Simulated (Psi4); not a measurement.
C$_{2}$H$_{4}$NO (SMILES CC([NH-])=O), charge -1, singlet, at a GFN2-xTB geometry (a gas-phase anion, which may not be bound at this level); CCSD/def2-SVP in Psi4.

Input for Psi4:
```
memory 2 GB

molecule mol {
-1 1
  O     0.441030    1.197487    0.476810
  C     0.161636    0.062017    0.020882
  N     0.951994   -0.887731   -0.386614
  C    -1.335458   -0.321731   -0.096760
  H    -1.850846    0.400130   -0.732209
  H    -1.430953   -1.318667   -0.521020
  H    -1.798838   -0.296964    0.890819
  H     1.931371   -0.591985   -0.290499
}

set basis def2-svp
set reference rhf
set freeze_core true

energy('ccsd')
print_variables()
```

What does Psi4 print? Leave out banner, timings and long lists.


```
   => Loading Basis Set <=

    Name: DEF2-SVP
    Role: ORBITAL
    Keyword: BASIS

         ---------------------------------------------------------
                                   SCF
               by Justin Turney, Rob Parrish, Andy Simmonett
                          and Daniel G. A. Smith
                              RHF Reference
         ---------------------------------------------------------

  ==> Geometry <==

    Molecular point group: c1
    Full point group: C1

    Geometry (in Angstrom), charge = -1, multiplicity = 1:

       Center              X                  Y                   Z               Mass
    ------------   -----------------  -----------------  -----------------  -----------------
         O            0.387172601647     1.166734567286     0.465708765322    15.994914619570
         C            0.107778601647     0.031264567286     0.009780765322    12.000000000000
         N            0.898136601647    -0.918483432714    -0.397715234678    14.003074004430
         C           -1.389315398353    -0.352483432714    -0.107861234678    12.000000000000
         H           -1.904703398353     0.369377567286    -0.743310234678     1.007825032230
         H           -1.484810398353    -1.349419432714    -0.532121234678     1.007825032230
         H           -1.852695398353    -0.327716432714     0.879717765322     1.007825032230
         H            1.877513601647    -0.622737432714    -0.301600234678     1.007825032230

  Running in c1 symmetry.

  Rotational constants: A =      0.37906  B =      0.32365  C =      0.18047 [cm^-1]
  Rotational constants: A =  11363.83575  B =   9702.80932  C =   5410.26452 [MHz]
  Nuclear repulsion =  113.046520526068463

  Charge       = -1
  Multiplicity = 1
  Electrons    = 32
  Nalpha       = 16
  Nbeta        = 16

  ==> Algorithm <==

  SCF Algorithm Type is PK.
  DIIS enabled.
  MOM disabled.
  Fractional occupation disabled.
  Guess Type is SAD.
  Energy threshold   = 1.00e-08
  Density threshold  = 1.00e-08
  Integral threshold = 1.00e-12

  ==> Primary Basis <==

  Basis Set: DEF2-SVP
    Blend: DEF2-SVP
    Number of shells: 36
    Number of basis functions: 76
    Number of Cartesian functions: 80
    Spherical Harmonics?: true
    Max angular momentum: 2

  ==> Integral Setup <==

  Using in-core PK algorithm.
   Calculation information:
      Number of atoms:                   8
      Number of AO shells:              36
      Number of primitives:             68
      Number of atomic orbitals:        80
      Number of basis functions:        76

      Integral cutoff                 1.00e-12
      Number of threads:                 1

  Performing in-core PK
  Using 8564402 doubles for integral storage.
  We computed 217798 shell quartets total.
  Whereas there are 222111 unique shell quartets.

  ==> DiskJK: Disk-Based J/K Matrices <==

    J tasked:                  Yes
    K tasked:                  Yes
    wK tasked:                  No
    Schwarz Cutoff:          1E-12

  Minimum eigenvalue in the overlap matrix is 3.9207708781E-03.
  Reciprocal condition number of the overlap matrix is 7.2803006941E-04.
    Using symmetric orthogonalization.

  ==> Pre-Iterations <==

  SCF Guess: Superposition of Atomic Densities via on-the-fly atomic UHF (no occupation information).

   -------------------------
    Irrep   Nso     Nmo
   -------------------------
     A         76      76
   -------------------------
    Total      76      76
   -------------------------

  ==> Iterations <==

                        Total Energy        Delta E     RMS |[F,P]|

   @RHF iter SAD:  -206.21991804258056   -2.06220e+02   0.00000e+00
   @RHF iter   1:  -207.01688213762606   -7.96964e-01   8.17702e-03 DIIS/ADIIS
   @RHF iter   2:  -207.16343879210422   -1.46557e-01   4.32497e-03 DIIS/ADIIS
   @RHF iter   3:  -207.20411964706773   -4.06809e-02   6.05566e-04 DIIS/ADIIS
   @RHF iter   4:  -207.20544927533857   -1.32963e-03   2.47235e-04 DIIS/ADIIS
   @RHF iter   5:  -207.20567369852824   -2.24423e-04   5.00620e-05 DIIS
   @RHF iter   6:  -207.20568258763856   -8.88911e-06   2.03325e-05 DIIS
   @RHF iter   7:  -207.20568417636741   -1.58873e-06   3.82544e-06 DIIS
   @RHF iter   8:  -207.20568430682428   -1.30457e-07   1.14299e-06 DIIS
   @RHF iter   9:  -207.20568432008352   -1.32592e-08   2.99627e-07 DIIS
   @RHF iter  10:  -207.20568432095061   -8.67090e-10   1.14751e-07 DIIS
   @RHF iter  11:  -207.20568432104909   -9.84812e-11   3.85694e-08 DIIS
   @RHF iter  12:  -207.20568432106253   -1.34435e-11   1.31185e-08 DIIS
   @RHF iter  13:  -207.20568432106370   -1.16529e-12   2.58627e-09 DIIS
  Energy and wave function converged.

  ==> Post-Iterations <==

    Orbital Energies [Eh]
    ---------------------

    Doubly Occupied:

[...]
      16A     -0.112942

    Virtual:

[...]
    Final Occupation by Irrep:
              A
    DOCC [    16 ]
    NA   [    16 ]
    NB   [    16 ]

  @RHF Final Energy:  -207.20568432106370

   => Energetics <=

    Nuclear Repulsion Energy =            113.0465205260684627
    One-Electron Energy =                -514.3654000807619013
    Two-Electron Energy =                 194.1131952336297672
    Total Energy =                       -207.2056843210636998

Computation Completed

Properties will be evaluated at   0.000000,   0.000000,   0.000000 [a0]

Properties computed using the SCF density matrix

 Multipole Moments:

 ------------------------------------------------------------------------------------
     Multipole            Electronic (a.u.)      Nuclear  (a.u.)        Total (a.u.)
 ------------------------------------------------------------------------------------

 L = 1.  Multiply by 2.5417464519 to convert [e a0] to [Debye]
 Dipole X            :          2.3216509           -3.1550477           -0.8333968
 Dipole Y            :          1.6099105           -1.8015069           -0.1915965
[...]
	Starting second half-transformation.
	Two-electron integral transformation complete.
	(VV|OV)...
	Starting second half-transformation.
	Two-electron integral transformation complete.
	(VV|VV)...
	Starting second half-transformation.
	Two-electron integral transformation complete.
	Frozen core energy     =   -219.43815911735257

	Size of irrep 0 of <ab|cd> integrals:     12.960 (MW) /    103.680 (MB)
	Total:                                    12.960 (MW) /    103.680 (MB)

	Size of irrep 0 of <ia|bc> integrals:      2.592 (MW) /     20.736 (MB)
	Total:                                     2.592 (MW) /     20.736 (MB)

	Size of irrep 0 of tijab amplitudes:       0.518 (MW) /      4.147 (MB)
	Total:                                     0.518 (MW) /      4.147 (MB)

	Nuclear Rep. energy          =    113.04652052606846
	SCF energy                   =   -207.20568432106370
	One-electron energy          =   -190.71939119425886
	Two-electron energy          =     89.90534546447836
	Reference energy             =   -207.20568432106461

            **************************
            *                        *
            *        CCENERGY        *
            *                        *
            **************************

    Nuclear Rep. energy (wfn)     =  113.046520526068463
    SCF energy          (wfn)     = -207.205684321063700
    Reference energy    (file100) = -207.205684321064609

    Input parameters:
    -----------------
    Wave function   =     CCSD
    Reference wfn   =     RHF
    Brueckner       =     No
    Maxiter         =     50
    R_Convergence   =     1.0e-07
    E_Convergence   =     1.0e-06
    Restart         =     Yes
    DIIS            =     Yes
    AO Basis        =     NONE
    ABCD            =     NEW
    Cache Level     =     2
    Cache Type      =     LOW
    Print Level     =     1
    Num. of threads =     1
    # Amps to Print =     10
    Print MP2 Amps? =     No
    Analyze T2 Amps =     No
    Print Pair Ener =     No
    Local CC        =     No
    SCS-MP2         =     False
    SCSN-MP2        =     False
    SCS-CCSD        =     False

MP2 correlation energy -0.6253242731413475
                Solving CC Amplitude Equations
                ------------------------------
  Iter             Energy              RMS        T1Diag      D1Diag    New D1Diag    D2Diag
  ----     ---------------------    ---------   ----------  ----------  ----------   --------
     0        -0.625324273141348    0.000e+00    0.000000    0.000000    0.000000    0.150332
     1        -0.631388963861065    8.040e-02    0.012185    0.044553    0.044553    0.143257
     2        -0.647635775107152    2.924e-02    0.012032    0.044526    0.044526    0.156828
     3        -0.652604823868454    1.352e-02    0.014578    0.055145    0.055145    0.161851
     4        -0.652526826139690    3.592e-03    0.015170    0.058012    0.058012    0.163384
     5        -0.652513424212996    1.567e-03    0.015424    0.059240    0.059240    0.164120
     6        -0.652537661678492    4.884e-04    0.015512    0.059717    0.059717    0.164292
     7        -0.652524499468058    1.618e-04    0.015524    0.059787    0.059787    0.164298
     8        -0.652520624728967    5.760e-05    0.015526    0.059797    0.059797    0.164296
     9        -0.652522536139398    2.263e-05    0.015527    0.059803    0.059803    0.164298
    10        -0.652521291096390    9.806e-06    0.015527    0.059801    0.059801    0.164297
    11        -0.652521430095767    3.608e-06    0.015527    0.059799    0.059799    0.164297
    12        -0.652521297835724    1.548e-06    0.015527    0.059799    0.059799    0.164297
    13        -0.652521315814102    5.906e-07    0.015527    0.059798    0.059798    0.164297
    14        -0.652521319529575    2.084e-07    0.015527    0.059798    0.059798    0.164297
    15        -0.652521323772040    1.065e-07    0.015527    0.059798    0.059798    0.164297
    16        -0.652521324145571    3.826e-08    0.015527    0.059798    0.059798    0.164297

    Iterations converged.

    Largest TIA Amplitudes:
              8   4        -0.0450799690
              8   1        -0.0256905407
              5   4        -0.0193430146
              8  11        -0.0148462687
             11  21         0.0143534675
              9   2         0.0119153653
             10   7         0.0115349033
              9   5         0.0111413393
              5   1        -0.0110828226
             10   5         0.0107611820

    Largest TIjAb Amplitudes:
     11  11   4   4        -0.0656684822
      8   8   4   4        -0.0381209660
     11  11   1   4        -0.0364375708
     11  11   4   1        -0.0364375708
     11  11  21  21        -0.0268146621
      5   5   1   1        -0.0259822904
      5   5  15  15        -0.0258040756
     11  11   1   1        -0.0220595696
      5   5   8   8        -0.0206133570
      5   5   1  15        -0.0199303267

    SCF energy       (wfn)                    = -207.205684321063700
    Reference energy (file100)                = -207.205684321064609

    Opposite-spin MP2 correlation energy      =   -0.464570710971541
    Same-spin MP2 correlation energy          =   -0.160753562169806
    Singles MP2 correlation energy            =   -0.000000000000000
    MP2 correlation energy                    =   -0.625324273141348
      * MP2 total energy                      = -207.831008594205969

    Opposite-spin CCSD correlation energy     =   -0.509128786986518
    Same-spin CCSD correlation energy         =   -0.143392537159052
    Singles CCSD correlation energy           =    0.000000000000000
    CCSD correlation energy                   =   -0.652521324145571
      * CCSD total energy                     = -207.858205645210177

  Variable Map:
  ----------------------------------------------------------------------------
[...]
  Array Variable Map:
  ----------------------------------------------------------------------------
[...]
[...]
```
